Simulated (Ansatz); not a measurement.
Mulliken charges of `F/C=C/I` from ωB97M-V/def2-TZVPP in Ansatz (PBE0-D4/def2-TZVP geometry).

```json
{"atom": "F1", "x (Å)": "-1.189", "y (Å)": "-0.521", "z (Å)": "-1.354", "charge (e)": "-0.181"}
{"atom": "C2", "x (Å)": "-0.660", "y (Å)": "-0.237", "z (Å)": "-0.162", "charge (e)": "0.099"}
{"atom": "C3", "x (Å)": "0.590", "y (Å)": "0.169", "z (Å)": "-0.054", "charge (e)": "-0.191"}
{"atom": "I4", "x (Å)": "1.423", "y (Å)": "0.613", "z (Å)": "1.782", "charge (e)": "0.049"}
{"atom": "H5", "x (Å)": "-1.359", "y (Å)": "-0.376", "z (Å)": "0.654", "charge (e)": "0.111"}
{"atom": "H6", "x (Å)": "1.237", "y (Å)": "0.288", "z (Å)": "-0.912", "charge (e)": "0.113"}
```

Problem. By hand: the dipole of these point charges (1 e Å = 4.8032 D).

Solution. Σ q r = (0.096, 0.059, 0.296) e Å, of length 0.317 e Å = 1.52 D.

Problem. How does the dipole of the full density compare? (Estimate.)

Solution. The calculation gave: (-0.011, 0.004, 0.070) e Å, 0.34 D; the point charges give 4.47 times that, at 28° from its direction.

Point charges leave out the atoms' own dipoles, such as those of lone pairs, and Mulliken's split depends on the basis, so the two needn't agree.
